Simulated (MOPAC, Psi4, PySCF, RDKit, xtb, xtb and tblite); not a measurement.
Two geometries of SMILES O(C(=O)c1ccc(cc1)C)C (C₉H₁₀O₂), relaxed at GFN2-xTB with one dihedral held; other torsions can differ between them too.

Structure A

```
21

C     -4.0058    -0.6439     0.8347
O     -2.5900    -0.5370     0.8661
C     -2.0242     0.1161    -0.1598
O     -2.6509     0.6239    -1.0538
C     -0.5445     0.1693    -0.0179
C      0.2041    -1.0002     0.0413
C      1.5829    -0.9350     0.1053
C      2.2407     0.2899     0.1084
C      3.7363     0.3508     0.1601
C      1.4834     1.4531     0.0332
C      0.1049     1.3979    -0.0456
H     -4.4579     0.3452     0.7363
H     -4.3213    -1.2585    -0.0111
H     -4.2976    -1.1079     1.7732
H     -0.2969    -1.9566     0.0436
H      2.1593    -1.8478     0.1509
H      4.1378    -0.4698     0.7502
H      4.0731     1.2926     0.5861
H      4.1447     0.2706    -0.8479
H      1.9803     2.4125     0.0279
H     -0.4771     2.3042    -0.1184
```

Structure B

```
21

C      4.0089    -0.5519     0.8618
O      2.5902    -0.5107     0.8640
C      2.0165     0.0525    -0.2118
O      2.6410     0.4733    -1.1529
C      0.5368     0.0416    -0.1113
C     -0.1043     0.4044     1.0684
C     -1.4841     0.4490     1.1180
C     -2.2500     0.1387    -0.0007
C     -3.7454     0.1617     0.0700
C     -1.5993    -0.2077    -1.1800
C     -0.2202    -0.2417    -1.2435
H      4.4187     0.4605     0.8659
H      4.3714    -1.0719    -0.0275
H      4.2999    -1.0856     1.7629
H      0.4825     0.6467     1.9413
H     -1.9770     0.7340     2.0364
H     -4.0899     0.9249     0.7639
H     -4.1786     0.3502    -0.9093
H     -4.1135    -0.8027     0.4220
H     -2.1815    -0.4430    -2.0593
H      0.2846    -0.4937    -2.1639
```

Question: Which is lower in energy at the level Psi4 1.11 with PBE0-D3(BJ)/def2-SVP // GFN2-xTB, and by how much?

Answer: B is lower, by 2.24 kcal/mol (dihedral O2–C3–C5–C6: 60° in A, 45° in B).

E(B) − E(A) in kcal/mol at the other levels, on the same two geometries: GFN2-xTB (xtb and tblite) -1.11; MMFF94 // GFN2-xTB (RDKit) -1.44; PBE0/def2-SVP // GFN2-xTB (Psi4) -2.23; PBE/def2-SVP // GFN2-xTB (Psi4) -2.14; PBE-D3(BJ)/def2-SVP // GFN2-xTB (Psi4) -2.16; UFF // GFN2-xTB (RDKit) -2.08; PM3, restricted, heats of formation // GFN2-xTB (MOPAC) -0.10; PM7, restricted, heats of formation // GFN2-xTB (MOPAC) -0.58; GFN1-xTB // GFN2-xTB (xtb) -1.39; restricted B3LYP/6-31G*, spherical d, density fitting // GFN2-xTB (PySCF) -2.15.
